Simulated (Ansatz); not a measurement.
Basis-set extrapolation for `F[SiH](Cl)O[SiH2]Cl` (PBE0-D4/def2-TZVP geometry, frozen core, the Gaussian-basis code of Ansatz). Multiplicity 1, RHF reference.

```json
{"": "HF", "def2-TZVPP": "-1673.339760", "def2-QZVPP": "-1673.393298"}
{"": "MP2 correlation", "def2-TZVPP": "-1.088553", "def2-QZVPP": "-1.191220"}
{"": "CCSD(T) correlation", "def2-TZVPP": "-1.182398", "def2-QZVPP": "not run"}
```

Energies in hartree. Use E(X) = E(∞) + A·exp(−7.88·√X) for Hartree–Fock and E(X) = E(∞) + B·X^(−2.97) for correlation, with X = 3 and 4, and add CCSD(T) minus MP2 of the smaller set to the MP2 limit.

Q: What is the CCSD(T) energy at the basis-set limit?

A: HF limit: -1673.393298 + (-0.053538) × 0.13774 = -1673.40067. MP2 limit: -1.191220 + (-0.102667) × 0.74074 = -1.26727. Higher-order term: -1.182398 − (-1.088553) = -0.09384. Total: -1674.76178 hartree, 629.1 kJ/mol below CCSD(T)/def2-TZVPP.
